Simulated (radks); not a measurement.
Spherical quantum dot in the effective-mass picture: electrons in a parabolic well V = omega^2 r^2 / 2 with omega = 0.0717, with a point charge +1 (a donor) at the centre, all in effective atomic units (hartree* = m*/eps^2 hartree, bohr* = eps/m* bohr), one dielectric constant everywhere. Calculated with a radial shooting solver with Libxc functionals: non-relativistic Kohn-Sham, LDA (Slater exchange, Perdew-Wang correlation), spin-polarised, spherical densities. Levels are named by radial order and angular momentum (1s, 1p, 1d, 2s, ...), and open shells are averaged over m. Results are scaled to m* = 0.618 and eps = 15.4, for which hartree* = 70.91 meV and bohr* = 1.319 nm. Each electron was tried in the lowest free levels, single moves between levels near the top were tried too, and the lowest total energy was kept; such a search can miss a lower state. At N = 1 the Hartree and exchange-correlation terms need not cancel, so that row can carry a self-interaction error.

N,open shells,2S,mu = E(N) - E(N-1) (meV),addition energy mu(N+1) - mu(N) (meV),e(HOMO) (meV),rms radius (nm)
1,"1s(up 1, down 0)",1,-33.349,33.45,-18.129,2.347
2,none,0,0.10182,23.11,8.7994,3.508
3,"1p(up 1, down 0)",1,23.215,7.451,26.887,6.013
4,"1p(up 2, down 0)",2,30.666,7.332,34.408,7.352
5,"1p(up 2, down 0) 2s(up 1, down 0)",3,37.998,7.049,41.577,8.397
6,"1p(up 3, down 0) 2s(up 1, down 0)",4,45.047,8.113,48.459,9.165
7,"1p(up 3, down 0)",3,53.160,6.101,56.270,9.905
8,"1p(up 3, down 1)",2,59.260,5.908,62.284,10.51
9,"1p(up 3, down 2)",1,65.168,5.769,68.154,11.05
10,none,0,70.938,7.360,73.863,11.54
11,"1d(up 1, down 0)",1,78.298,5.295,80.963,12.03
12,"1d(up 2, down 0)",2,83.592,5.190,86.205,12.48
13,"1d(up 3, down 0)",3,88.782,5.088,91.343,12.90
14,"1d(up 4, down 0)",4,93.870,4.990,96.381,13.29
15,"1d(up 5, down 0)",5,98.860,5.687,101.32,13.65
16,"1d(up 5, down 1)",4,104.55,4.715,106.92,14.01
17,"1d(up 5, down 2)",3,109.26,4.649,111.60,14.34
18,"1d(up 5, down 3)",2,113.91,4.583,116.21,14.66
19,"1d(up 5, down 4)",1,118.49,4.517,120.76,14.96
20,none,0,123.01,5.972,125.25,15.25
21,"1f(up 1, down 0)",1,128.98,4.310,131.15,15.55
22,"1f(up 2, down 0)",2,133.29,4.259,135.43,15.83
23,"1f(up 3, down 0)",3,137.55,4.209,139.67,16.10
24,"1f(up 4, down 0)",4,141.76,4.160,143.85,16.36
25,"1f(up 5, down 0)",5,145.92,4.113,147.99,16.61
26,"1f(up 6, down 0)",6,150.03,4.067,152.07,16.85
27,"1f(up 7, down 0)",7,154.10,4.673,156.12,17.09
28,"1f(up 7, down 1)",6,158.77,3.936,160.75,17.32
29,"1f(up 7, down 2)",5,162.71,3.900,164.67,17.55
30,"1f(up 7, down 3)",4,166.61,3.864,168.55,17.76
31,"1f(up 7, down 4)",3,170.47,-,172.39,17.98

All shells are closed at N = 2, 10, 20 (there: 1s2 1p6 1d10 2s2); the second difference of the energy has clear peaks (12 % above both neighbours; the first and last values, which can be the largest, are not judged, and half-filled shells can peak too) at N = 6, 10, 15, 20, 27.
